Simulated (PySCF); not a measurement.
Si(OH)2(SH)2 (H4O2S2Si), SMILES O[Si](O)(S)S.

Geometry: B3LYP-D3(BJ)/def2-SVP. The values are those of a single conformer.

Calculation: B3LYP-D3(BJ)/def2-SVP in PySCF 2.14.0.

Frequencies are harmonic and unscaled.

Computed normal modes with their intensities:
```tsv
mode	ν (cm⁻¹)	IR (km/mol)	moving atoms (share of kinetic energy)
1	109	3.6	H 58 %, O 25 %, S 17 %
2	143	22.8	S 51 %, H 23 %, O 21 %
3	210	55.9	H 69 %, S 15 %, Si 9 %, O 8 %
4	216	8.0	H 61 %, O 18 %, S 15 %
5	237	23.2	H 62 %, O 27 %, S 9 %
6	253	35.2	H 37 %, O 32 %, Si 17 %, S 14 %
7	274	2.1	O 37 %, S 29 %, H 28 %
8	300	101.7	H 57 %, O 26 %, S 14 %
9	333	47.1	O 53 %, H 27 %, S 17 %
10	459	29.8	S 48 %, Si 24 %, O 19 %, H 9 %
11	563	180.0	Si 61 %, S 28 %, H 9 %
12	724	20.7	H 85 %
13	742	13.4	H 87 %
14	803	212.0	H 75 %, O 23 %
15	820	195.4	H 53 %, O 38 %, Si 9 %
16	905	163.9	Si 35 %, O 32 %, H 32 %
17	959	98.9	Si 44 %, O 39 %, H 17 %
18	2666	0.2	H 97 %
19	2676	0.3	H 97 %
20	3851	105.5	H 94 %
21	3874	106.3	H 94 %
```
